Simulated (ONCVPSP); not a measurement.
## u(r) = r·R(r): atom against pseudo-atom (Zr (Z = 40))

Columns: radius, all-electron u(r) and pseudo u(r) of the 4d shell (level -3.60 eV) of zirconium in the configuration [Kr] 4d2 5s2; PBE, scalar-relativistic, ONCV scheme, ONCVPSP 4.0.1.

| r (bohr) | all-electron | pseudo |
| --- | --- | --- |
| 0.165 | -0.2086 | 0.0036 |
| 0.330 | -0.2906 | 0.0273 |
| 0.495 | -0.1221 | 0.0850 |
| 0.660 | 0.1128 | 0.1796 |
| 0.825 | 0.3230 | 0.3019 |
| 0.990 | 0.4823 | 0.4340 |
| 1.155 | 0.5890 | 0.5552 |
| 1.320 | 0.6509 | 0.6487 |
| 1.485 | 0.6787 | 0.7052 |
| 1.650 | 0.6823 | 0.7237 |
| 1.815 | 0.6697 | 0.7102 |
| 1.980 | 0.6468 | 0.6756 |
| 2.145 | 0.6179 | 0.6326 |
| 2.310 | 0.5858 | 0.5905 |
| 2.475 | 0.5525 | 0.5531 |
| 2.640 | 0.5191 | 0.5191 |
| 2.805 | 0.4864 | 0.4864 |
| 2.970 | 0.4548 | 0.4548 |
| 3.135 | 0.4244 | 0.4244 |
| 3.300 | 0.3954 | 0.3954 |
| 3.465 | 0.3678 | 0.3677 |
| 3.630 | 0.3416 | 0.3415 |
| 3.795 | 0.3168 | 0.3168 |
| 3.960 | 0.2934 | 0.2934 |
| 4.125 | 0.2714 | 0.2714 |
| 4.290 | 0.2508 | 0.2508 |

Question: How many radial nodes do the two functions have?

Answer: The all-electron 4d function has n − l − 1 = 1; the pseudo-wave has 0, since the states of the same l below it are removed with the core.

Question: At about which radius was the pseudo-wave matched?

Answer: 2.70 bohr, where the columns begin to agree (steps of 0.17 bohr).

Question: Where does each function peak?

Answer: Outermost all-electron maximum near 1.65 bohr, pseudo maximum near 1.65 bohr (to the table’s step).

Question: Is the pseudo-wave norm-conserving?

Answer: Yes: the ONCV scheme keeps the norm inside the radius equal to the all-electron one, which fixes the energy derivative of the logarithmic derivative at the level.
